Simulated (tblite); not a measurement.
Input of a run (GFN2-xTB geometry optimisation, gas phase (tblite 0.8.0)), started from a force field or distance geometry:
```
{"job": {"kind": "relax", "xc": "GFN2-xTB", "basis": "xTB"}, "charge": 0, "multiplicity": 1}
C      2.410700    -1.091800     0.124200
C      1.561600    -1.104500    -0.931800
C      0.640900    -0.045500    -1.277000
C      0.102200    -0.044900    -2.524100
F      0.441900    -0.963200    -3.443600
C      0.142200     0.970000    -0.339900
C      0.199900     2.295700    -0.556000
O     -0.303200     0.480400     0.900000
C     -1.595300     0.009100     0.846600
C     -1.964900    -0.575500     2.182300
O     -2.371900     0.062600    -0.108300
H      2.450300    -0.254300     0.814500
H      3.065500    -1.922800     0.319500
H      1.590900    -1.979500    -1.581200
H     -0.644100     0.638600    -2.901900
H     -0.148200     2.991900     0.215200
H      0.590300     2.710800    -1.472200
H     -1.927400     0.196500     2.946200
H     -2.976700    -0.975200     2.139300
H     -1.269600    -1.387800     2.428200
```

Output (eV, eV/Å):
```
step      E/eV     max force
  0    -938.91579    2.806
  1    -939.02746    2.671
  2    -939.09914    0.569
  3    -939.10768    0.381
  4    -939.11352    0.155
  5    -939.11738    0.158
  6    -939.12129    0.191
  7    -939.12435    0.174
  8    -939.12671    0.098
  9    -939.12861    0.093
 10    -939.13038    0.096
 11    -939.13220    0.114
 12    -939.13431    0.110
 13    -939.13637    0.122
 14    -939.13797    0.109
 15    -939.13917    0.069
 16    -939.14041    0.094
 17    -939.14187    0.097
 18    -939.14336    0.114
 19    -939.14475    0.091
 20    -939.14602    0.066
 21    -939.14715    0.078
 22    -939.14799    0.063
 23    -939.14857    0.056
 24    -939.14908    0.049
 25    -939.14965    0.060
 26    -939.15021    0.055
 27    -939.15066    0.054
 28    -939.15105    0.059
 29    -939.15151    0.060
 30    -939.15217    0.071
 31    -939.15293    0.070
 32    -939.15362    0.071
 33    -939.15423    0.070
 34    -939.15486    0.067
 35    -939.15553    0.069
 36    -939.15619    0.052
 37    -939.15687    0.059
 38    -939.15769    0.068
 39    -939.15881    0.090
 40    -939.16017    0.091
 41    -939.16141    0.067
 42    -939.16233    0.060
 43    -939.16309    0.061
 44    -939.16379    0.064
 45    -939.16440    0.064
 46    -939.16499    0.058
 47    -939.16558    0.106
 48    -939.16622    0.077
 49    -939.16688    0.066
 50    -939.16769    0.076
 51    -939.16836    0.079
 52    -939.16964    0.112
 53    -939.17089    0.112
 54    -939.17196    0.086
 55    -939.17249    0.131
 56    -939.17305    0.174
 57    -939.17382    0.079
 58    -939.17475    0.043
 59    -939.17572    0.062
 60    -939.17652    0.063
 61    -939.17714    0.056
 62    -939.17785    0.073
 63    -939.17846    0.091
 64    -939.17918    0.133
 65    -939.17985    0.097
 66    -939.18044    0.060
 67    -939.18094    0.057
 68    -939.18140    0.068
 69    -939.18180    0.066
 70    -939.18221    0.053
 71    -939.18267    0.045
 72    -939.18316    0.044
 73    -939.18362    0.050
 74    -939.18405    0.049
 75    -939.18450    0.068
 76    -939.18504    0.072
 77    -939.18560    0.079
 78    -939.18612    0.073
 79    -939.18664    0.073
 80    -939.18729    0.074
 81    -939.18786    0.173
 82    -939.18861    0.110
 83    -939.18917    0.060
 84    -939.19005    0.071
 85    -939.19064    0.101
 86    -939.19261    0.152
 87    -939.19434    0.150
 88    -939.19424    0.440
 89    -939.19679    0.075
 90    -939.19732    0.069
 91    -939.19819    0.089
 92    -939.19864    0.054
 93    -939.19942    0.160
 94    -939.20012    0.182
 95    -939.20115    0.167
 96    -939.20208    0.097
 97    -939.20292    0.073
 98    -939.20367    0.077
 99    -939.20432    0.065
100    -939.20480    0.044
101    -939.20504    0.040
102    -939.20520    0.043
103    -939.20543    0.039
104    -939.20570    0.049
105    -939.20595    0.041
106    -939.20614    0.032
107    -939.20630    0.035
108    -939.20645    0.033
109    -939.20659    0.029
110    -939.20670    0.028
111    -939.20679    0.029
112    -939.20689    0.032
113    -939.20700    0.026
114    -939.20710    0.027
115    -939.20719    0.027
116    -939.20729    0.035
117    -939.20744    0.039
118    -939.20766    0.031
119    -939.20785    0.028
120    -939.20798    0.029
121    -939.20808    0.031
122    -939.20818    0.026
123    -939.20830    0.021
124    -939.20843    0.022
125    -939.20854    0.023
126    -939.20862    0.029
127    -939.20872    0.032
128    -939.20884    0.030
129    -939.20900    0.028
130    -939.20917    0.022
131    -939.20933    0.024
132    -939.20946    0.024
133    -939.20957    0.022
134    -939.20965    0.027
135    -939.20970    0.028
136    -939.20975    0.026
137    -939.20982    0.023
138    -939.20994    0.031
139    -939.21011    0.036
140    -939.21028    0.030
141    -939.21039    0.022
142    -939.21046    0.020
143    -939.21050    0.012
144    -939.21052    0.009
```

Question: Summarise the run.

Answer: The energy falls by 0.295 eV over 144 L-BFGS steps, the largest force on an atom goes from 2.81 to 0.009 eV/Å, and the atoms move by 0.445 Å rms after alignment. The bond that changes most is C9=O11 (ester carbonyl carbon to ester carbonyl oxygen), which shortens by 0.033 Å. Bonds longer at the end by more than 0.005 Å: 2 of 19; shorter: 11. Among the angles that change most is C6–O8–C9, from 112.5° to 120.1°. Among the dihedrals that turn most is C3–C6–O8–C9, from -83° to -40°. The energy rose by more than 1e-5 eV at step 88. The first step brought 38 % of the lowering.

Question: What are the final bond lengths?

Answer: C1=C2 1.327 Å, C2–C3 1.458 Å, C3=C4 1.337 Å, C4–F5 1.339 Å, C3–C6 1.476 Å, C6=C7 1.327 Å, C6–O8 1.390 Å, O8–C9 1.347 Å, C9–C10 1.504 Å, C9=O11 1.199 Å, C1–H12 1.078 Å, C1–H13 1.076 Å, C2–H14 1.081 Å, C4–H15 1.079 Å, C7–H16 1.075 Å, C7–H17 1.073 Å, C10–H18 1.085 Å, C10–H19 1.086 Å, C10–H20 1.089 Å. Numbering counts from 1 in the input's order; the species is `C=C/C(=C\F)C(=C)OC(C)=O`.

Hardware: one thread, Arm Neoverse V1 (aarch64), shared host with 32 logical CPUs at a one-minute load of 11. Cost: 1.2 s of wall time.

Its GFN2-xTB frequencies are all real (lowest 36 cm⁻¹). One conformer, not necessarily the lowest.

The numbers are calculated, not measured.
